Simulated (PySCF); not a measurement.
All of these have the formula C5H9NOSi. Method used: TDDFT PBE0/def2-SVPD, vertical, gas phase, core orbitals frozen in the response in PySCF. Geometries: GFN2-xTB; one conformer of each isolated species. Triplets are in the Tamm–Dancoff approximation.

A. `C1[C@@H](C#N)[C@H](C1)[SiH2]O`
B. `C[C@]1(C#N)CC[SiH2]O1`
C. `CO[C@@H]1[C@@H]([SiH3])[C@@H]1C#N`
D. `C=C[Si@H](N=C)C(C)=O`

Lowest singlet levels (six at most, fewer where fewer were computed) with oscillator strengths:

1. 361 nm (f 0.007); 312 nm (f 0.001); 265 nm (f 0.066); 247 nm (f 0.026); 237 nm (f 0.033); 218 nm (f 0.011); T1 2.74 eV
2. 189 nm (f 0.004); 177 nm (f 0.114); 171 nm (f 0.002); 165 nm (f 0.004); 164 nm (f 0.007); 163 nm (f 0.014); T1 5.91 eV
3. 173 nm (f 0.003); 164 nm (f 0.029); 163 nm (f 0.000); 160 nm (f 0.018); 156 nm (f 0.005); 154 nm (f 0.014); T1 6.37 eV
4. 178 nm (f 0.003); 175 nm (f 0.003); 171 nm (f 0.007); 165 nm (f 0.001); 161 nm (f 0.007); 159 nm (f 0.006); T1 6.28 eV

Problem. Match each spectrum to its molecule.

Solution. 1 = D, 2 = C, 3 = B, 4 = A.
- A: S1 at 6.98 eV, HOMO→LUMO (95%); Löwdin shares by element: HOMO carbon 34% or more, silicon 18%, oxygen 16% (atoms not listed hold the other 32%); LUMO carbon 26% or more, nitrogen 16%, hydrogen 14% or more (atoms not listed hold the other 45%); HOMO -8.13 and LUMO 0.06 eV.
- B: S1 at 7.16 eV, HOMO→LUMO (96%); Löwdin shares by element: HOMO oxygen 43%, hydrogen 17% or more, silicon 15% (atoms not listed hold the other 25%); LUMO silicon 32%, hydrogen 20% or more, oxygen 11% (atoms not listed hold the other 37%); HOMO -8.64 and LUMO -0.05 eV.
- C: S1 at 6.55 eV, HOMO→LUMO (85%); Löwdin shares by element: HOMO oxygen 33%, carbon 26% or more, nitrogen 11% (atoms not listed hold the other 29%); LUMO silicon 30%, hydrogen 17% or more, carbon 8% or more (atoms not listed hold the other 46%); HOMO -7.75 and LUMO 0.02 eV.
- D: S1 at 3.43 eV, HOMO→LUMO (58%), HOMO→LUMO+1 (32%); Löwdin shares by element: HOMO oxygen 48%, carbon 27% or more, silicon 10%; LUMO carbon 41% or more, nitrogen 20%, oxygen 12% (atoms not listed hold the other 26%); HOMO -6.61 and LUMO -1.37 eV.
